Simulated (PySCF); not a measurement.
B3LYP has the VWN-RPA correlation part, as in Gaussian. Excitations are Tamm–Dancoff values on a coarser integration grid. The basis has no diffuse functions, so Rydberg states are missing or too high.

Cartesian coordinates (Å):
```xyz
10

B      1.6610     0.7299    -0.2678
C      1.0352    -0.4696     0.0701
N     -0.2947    -0.7933     0.3621
C     -1.2662     0.2402     0.0711
H      2.2754     1.7046    -0.4656
H      1.7371    -1.3003     0.1695
H     -0.5664    -1.7000     0.0104
H     -1.0655     1.1044     0.7115
H     -2.2710    -0.1175     0.2931
H     -1.2309     0.5790    -0.9762
```
Charge 0, multiplicity 1.

Estimate the total energy, S1 excitation (TDA) and S1 oscillator strength that B3LYP-D3(BJ)/def2-TZVP (PySCF 2.14.0) returns for this input.


The total energy comes out as -159.4120 Ha and the S1 excitation (TDA) is 1.92 eV. The S1 oscillator strength is 0.001.
